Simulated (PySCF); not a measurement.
Polarisability and C₆ of Pt (platinum, neutral)

[Xe] 4f14 5d8 6s2, high-spin 3F determinant (an excited configuration). All numbers are calculated (PySCF 2.14, a scalar-relativistic core potential, in aug-cc-pwCVDZ-PP with ECP60MDF (6s6p5d3f, 70 functions)). Coupled (time-dependent) response in atomic units; α is the mean over directions. A double-zeta set is small for polarisabilities.

```tsv
method	mean α (bohr³)	C₆ (like pair)	S(−4)
UHF	55.32	579.0	1392
PBE	41.83	420.8	637.7
PBE0	43.71	443.2	711.8
M06	42.02	403.3	734.2
```

S(−4) is the Cauchy moment in α(ω) = α(0) + S(−4) ω² + …

Spin-orbit coupling is absent.

α(iu) at PBE0:

```csv
u (hartree),α(iu) (bohr³)
0,43.71
0.0500,42.03
0.100,37.85
0.200,28.12
0.300,20.84
0.500,13.00
0.750,8.668
1.00,6.407
1.50,4.003
2.00,2.741
3.00,1.503
5.00,0.6399
```

Energies and moments cover only the electrons outside the core potential. Spin-orbit coupling, absent here, splits the open shell strongly.
